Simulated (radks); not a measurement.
Results of a calculation; reference values are marked as such.
Ionisation of Sm, [Xe] 4f6 6s2, to Sm+, [Xe] 4f6 6s1, under several functionals. Dirac Kohn-Sham, spin-unpolarised, spherical densities, finite nucleus; open shells are shared between the two j in proportion to 2j + 1; a radial shooting solver on a logarithmic mesh with Libxc functionals.

| functional | E(Sm) (hartree) | Exc (hartree) | IE (eV) | -e(HOMO) (eV) | <r> HOMO (bohr) | IE error (eV) |
|---|---|---|---|---|---|---|
| RPBE | -10434.2172 | -236.7606 | 5.850 | 2.217 | 1.030 | +0.206 |
| LDA (Slater exchange, VWN5 correlation) | -10426.6203 | -229.0892 | 6.145 | 2.435 | 1.029 | +0.501 |
| XLYP | -10435.3505 | -237.8980 | 5.907 | 2.025 | 1.033 | +0.263 |
| Wu-Cohen GGA | -10432.8910 | -235.4242 | 5.948 | 2.260 | 1.030 | +0.305 |
| exchange-only B88 | -10431.3988 | -233.8971 | 5.377 | 1.253 | 1.041 | -0.267 |

NIST Atomic Spectra Database: 5.644 eV (measured). Closest: RPBE. The Delta-SCF values span 0.77 eV, the total energies 8.73 hartree. The highest occupied level is 4f7/2. Spin polarisation and multiplet splitting are left out, so open shells lie too high by an amount that depends on their filling. Sharing an open shell by 2j + 1 raises it above the true ground level by a part of the spin-orbit splitting, which enters the differences from NIST.

Beside tabulated values, note that spin-unpolarised runs miss the spin-polarisation part of the exchange energy of open shells.
